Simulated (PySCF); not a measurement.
Input for PySCF: R-HF/STO-3G on BH3O2 (SMILES OBO), a point of a bond scan (R = 1.062 Å).

```python
from pyscf import gto, scf, dft, mp
from pyscf.data.elements import chemcore

mol = gto.M(
    atom='''
    B    -0.32498421   -0.27208544   -0.23351835
    H    -1.10969041   -0.98710405   -0.77860010
    O    -0.27461651    1.03161116   -0.60531554
    H     0.45202127    1.58729277   -0.06615102
    O     0.51652967   -0.72310754    0.74487213
    H     0.41334292   -1.65727393    0.94490509
    ''',
    basis='sto-3g',
    charge=0, spin=0, verbose=3, max_memory=1800)
mf = scf.RHF(mol)
mf.conv_tol = 1e-8
mf.max_cycle = 100
mf.kernel()
if not mf.converged:
    mf = mf.newton().run(mf.mo_coeff, mf.mo_occ)
```

Program output:

```
converged SCF energy = -173.883637163146
```

The run converged.

Cost: about 0.16 core-seconds (a rough figure).
